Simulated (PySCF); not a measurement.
NbF5 (singlet state).
SMILES: `[F][Nb]([F])([F])([F])[F]`

A linear-response calculation (PySCF, def2-SVPD basis, gas phase, vertical, core orbitals frozen in the response) gave these numbers; the functional is withheld.

Orbital energies (eV): HOMO-3 -14.30, HOMO-2 -14.17, HOMO-1 -14.01, HOMO -13.99, LUMO -2.48, LUMO+1 -2.47, LUMO+2 -1.25.

```
state  E (eV)       f            main configurations (H = HOMO, L = LUMO)
   S1    7.13  0.0000                      H→L/L+1 (60%), H-1→L/L+1 (38%)
   S2    7.20  0.0010                                    H-2→L/L+1 (≥90%)
   S3    7.21  0.0008                                    H-2→L/L+1 (≥88%)
   S4    7.26  0.0080   H→L/L+1 (≥44%), H-1→L/L+1 (≥43%), H-2→L/L+1 (≥9%)
   S5    7.26  0.0083  H-1→L/L+1 (≥52%), H→L/L+1 (≥33%), H-2→L/L+1 (≥11%)
   S6    7.30  0.0000                    H-4→L/L+1 (53%), H-3→L/L+1 (45%)
```

Triplets (Tamm–Dancoff): T1 6.65 eV, H→L/L+1 (50%), H-1→L/L+1 (48%); T2 6.84 eV, H-1→L/L+1 (≥44%), H→L/L+1 (≥32%); T3 6.84 eV, H→L/L+1 (≥46%), H-1→L/L+1 (≥30%); T4 6.94 eV, H-2→L/L+1 (≥91%).

Vertical ionisation energy by ΔSCF with the same functional: 15.21 eV. Mean static polarisability: 40.4 au.

Orbitals of the list HOMO-3 to LUMO+2 that lie within 0.01 eV of each other are written together with a slash and their weights summed (≥ marks a lower bound); for degenerate orbitals outside that list single weights are arbitrary.

Question: Which of these was used?
A. B3LYP
B. HF
C. PBE
D. CAM-B3LYP

Answer: D. CAM-B3LYP is range-separated, 19% exact exchange at short range and 65% at long range (ω = 0.33 bohr⁻¹). In this run −ε(HOMO) = 13.99 eV differs from the ΔSCF value by -1.22 eV, and S1 differs from the orbital gap of 11.51 eV by -4.38 eV. The ratio −ε(HOMO)/IP is 0.92. Usual ranges for neutral molecules in this basis: 0.85 to 0.93 with CAM-B3LYP, 0.5 to 0.7 with PBE, 0.67 to 0.83 with B3LYP; with Hartree–Fock the ratio is 1 or more (Koopmans' value less the relaxation energy is the ΔSCF value). The other options: PBE, a GGA without exact exchange; HF, time-dependent Hartree–Fock, 100% exact exchange; B3LYP, a global hybrid with 20% exact exchange.

Theory: PySCF 2.14.0, density-fitted response routines, TDDFT CAM-B3LYP/def2-SVPD, vertical, gas phase, core orbitals frozen in the response, def2 core potentials past Kr. Geometry: PBE0-D3(BJ)/def2-SVP; no solvent, vibrations or thermal averaging. Spin–orbit coupling is left out.
